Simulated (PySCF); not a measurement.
Gas-phase XPS of `N#CC1=C(Cl)CC1`, computed

C₅H₄ClN.
Structure used (GFN2-xTB), in Å, numbered top down from 1:
```xyz
11
C5H4ClN angstrom
N      3.299   -0.145   -0.358
C      2.162   -0.049   -0.232
C      0.779    0.045   -0.080
C     -0.102    1.050    0.089
Cl     0.030    2.736    0.203
C     -1.309    0.163    0.147
C     -0.313   -1.008   -0.047
H     -2.021    0.304   -0.663
H     -1.839    0.170    1.097
H     -0.433   -1.563   -0.974
H     -0.249   -1.699    0.791
```

Method used: PySCF 2.14.0, delta-SCF UKS SCAN, pcX-2 on the ionised atom, pcseg-1 elsewhere, spin-free X2C. Each binding energy is the total energy of the core-ionised species, with the hole localised on one atom, minus that of the ground state; both are solved self-consistently, so orbital relaxation is included.

List the computed XPS lines with their assignment.

```
atom(s)                      environment     level  binding energy (eV)  2p1/2 (eV)  above the level's lowest (eV)  count
     N1                 nitrile nitrogen      N 1s               404.67           –                           0.00      1
     C2                   nitrile carbon      C 1s               292.08           –                          +0.44      1
     C3  fully substituted alkene carbon      C 1s               291.70           –                          +0.06      1
     C4              vinylic C–Cl carbon      C 1s               292.49           –                          +0.85      1
    Cl5                   vinyl chlorine  Cl 2p3/2               206.90      208.56                           0.00      1
    Cl5                   vinyl chlorine     Cl 1s              2829.53           –                           0.00      1
     C6                   allylic carbon      C 1s               291.66           –                          +0.02      1
     C7                   allylic carbon      C 1s               291.64           –                           0.00      1
```

The listed C 1s values span 0.85 eV, from C7 (bonded to 2 C and 2 H) to C4 (bonded to Cl, C (double bond) and C). The widest gap between neighbouring values is 0.41 eV, between 292.08 and 292.49 eV. Summing the Pauling electronegativity differences to the bonded atoms, each weighted by its formal bond order, gives -0.70 for the lowest site and +0.61 for the highest; the largest sum, +1.47, belongs to C2, 0.41 eV below the top. The values 291.64, 291.66 and 291.70 eV lie too close for their order to be trusted.

Which effective nuclear charge Zeff reproduces each element's mean 1s value in the hydrogen-like formula E = 13.606 eV × Zeff²?

C (Z = 6): mean 291.9 eV, Zeff = 4.63, Z − Zeff = 1.37; N (Z = 7): mean 404.7 eV, Zeff = 5.45, Z − Zeff = 1.55; Cl (Z = 17): mean 2829.5 eV, Zeff = 14.42, Z − Zeff = 2.58. Means run over the listed sites, weighted by atom count.

Which photon energy gives electrons from C 1s of C3 a kinetic energy of 20 eV, and what is their de Broglie wavelength?

hν = 291.70 + 20 = 311.70 eV, recoil neglected; λ = 12.264 Å/√(E/eV) = 2.74 Å.

2p3/2 and 2p1/2 are the ΔSCF energy of one spin-free 2p hole plus the eigenvalues of a spin–orbit and ligand-field matrix of the shell. 2p1/2 minus 2p3/2 (ligand field included): Cl 1.65 eV. Isolated species at its GFN2-xTB geometry, gas phase.
